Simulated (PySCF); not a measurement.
Harmonic spectrum computed at PBE0 in the def2-TZVP basis family (core potentials from Rb on, PySCF, no spin–orbit coupling):

```
ω (cm⁻¹)  IR (km/mol)
     148         40.6
     155         28.7
     174         17.1
     337          183
     383         30.7
     630         88.7
     651         57.3
     841         74.7
     848         69.2
     898         71.6
    3849         93.8
    3869         89.2
```

Problem. Which molecule gave it? In each, all ligands are bound to the one heavy central atom.
A. GeO(OH)₂ (singlet)
B. AsO(OH)₂ (doublet)
C. SnO(OH)₂ (singlet)
D. CuO(OH)₂ (doublet)

Solution. C. It has Cs symmetry with O–H 0.963 Å (×2), Sn–O 1.818 Å, Sn–O 1.935 Å, Sn–O 1.952 Å.
